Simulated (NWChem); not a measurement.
Molecule: ScClF₂; SMILES [F][Sc]([Cl])[F]

Results from NWChem. The geometry was optimised at PBE0/def2-SVP. Total energies compare along this basis series because the functional is fixed.

```
level                     basis functions  energy (Ha)  highest occupied level (eV)  orbital gap (eV)  dipole (D)
------------------------  ---------------  -----------  ---------------------------  ----------------  ----------
Hartree-Fock/pcseg-1                   77   -1418.2010                       -12.83             12.61        0.80
Hartree-Fock/aug-pcseg-1              120   -1418.2318                       -12.63             12.50        0.66
Hartree-Fock/pcseg-2                  150   -1418.5047                       -12.66             12.72        0.63
Hartree-Fock/STO-3G                    37   -1403.1599                       -10.67             13.82        1.45
Hartree-Fock/def2-SVP                  77   -1418.0045                          ___             12.66         ___
```

Question: Some entries are withheld; supply them.

Answer: 
- Hartree-Fock/def2-SVP, highest occupied level (eV): -12.46
- Hartree-Fock/def2-SVP, dipole (D): 0.51
